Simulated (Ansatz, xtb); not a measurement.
**C4H5N3O: which of two isomers lies lower**

Structure I: `Nn1cncc1C=O`, a singlet. Structure II: `Nn1ccnc1C=O`, a singlet. Both are isolated molecules in the gas phase, relaxed with B3LYP/def2-SVP, each in the lowest conformer that the search found.

I (Å):

```
atom    x (Å)    y (Å)    z (Å)
   C   1.7878   0.1488   2.0778
   C   1.0066   1.3478   0.4953
   C  -0.0408   0.5184   0.8955
   C  -1.4236   0.4472   0.4699
   N  -0.1080  -1.2642   2.6648
   N   0.5032  -0.2473   1.9237
   N   2.1235   1.1067   1.2249
   O  -2.2805  -0.2507   0.9890
   H  -1.0960  -1.0133   2.7468
   H  -0.0940  -2.1177   2.0997
   H   2.4320  -0.3057   2.8308
   H   0.9756   2.1139  -0.2809
   H  -1.6666   1.1101  -0.3966
```

II (Å):

```csv
atom,x (Å),y (Å),z (Å)
C,-0.3013,0.7705,-3.2574
C,-0.4697,2.1045,-2.8925
C,0.1663,1.0771,-1.1229
C,0.6075,0.7939,0.2349
N,0.3796,-1.2385,-2.0393
N,0.0929,0.1295,-2.1253
N,-0.1695,2.2797,-1.5855
O,0.9962,-0.2957,0.6257
H,-0.5002,-1.7338,-1.8693
H,0.9385,-1.3560,-1.1887
H,-0.4167,0.2390,-4.1990
H,-0.7850,2.9290,-3.5315
H,0.5655,1.6847,0.9040
```

Energies in hartree; the thermal terms are from GFN2-xTB frequencies at re-optimised GFN2-xTB minima (ideal gas, soft modes damped towards free rotors, one conformer each, 298.15 K, 1 atm) and include the zero-point energy:

```
                              I           II
E, CCSD(T)/def2-SVP  −393.513918  −393.512478
    E, MP2/def2-SVP  −393.432489  −393.433132
  E, MP2/def2-TZVPP  −394.156722  −394.157688
  zero-point energy     0.093739     0.093678
       H(298 K) − E     0.101588     0.101467
       G(298 K) − E     0.062780     0.062861
```

Correct the CCSD(T) difference for the basis set by the MP2 change, then work out ΔE, ΔE₀, ΔH and ΔG for I → II in kJ/mol (1 Eh = 2625.50 kJ/mol) and the equilibrium ratio [II]/[I].

1. Differences II − I: CCSD(T) +0.001440, MP2 in the small set −0.000643, MP2 in the large set −0.000966 Eh.
2. ΔE = +0.001440 + (−0.000966 − (−0.000643)) = +0.001117 Eh = +2.93 kJ/mol.
3. ΔE₀ = ΔE + ΔZPE = +0.001117 + (−0.000061) Eh = +2.77 kJ/mol.
4. ΔH = ΔE + (−0.000121) Eh = +2.61 kJ/mol.
5. ΔG = ΔE + (+0.000081) Eh = +3.15 kJ/mol, so ΔS = (ΔH − ΔG)/T = −1.8 J/(mol K).
6. kT = 0.9442 mEh, so K = [II]/[I] = exp(−ΔG/kT) = exp(−1.27) ≈ 0.28.

The two are too close for this level to say which is favoured. An error of 4 kJ/mol in ΔG would change K by a factor of 5. Mirror images and further conformers aren't counted.

As drawn, both hold the same kinds of bond in the same numbers.

Other levels gave ΔE = +1.0 (GFN2-xTB); +0.2 (HF/STO-3G, GFN2-xTB geometries); −2.2 (r2SCAN-D4/def2-SVP, GFN2-xTB geometries); +1.2 (B3LYP/def2-SVP); +12.1 (HF/def2-SVP); −1.7 (MP2/def2-SVP); +3.8 (CCSD(T)/def2-SVP) kJ/mol. The correlated steps freeze 8 core orbitals. Programs: Ansatz 0.2.0, xtb 6.7.1.
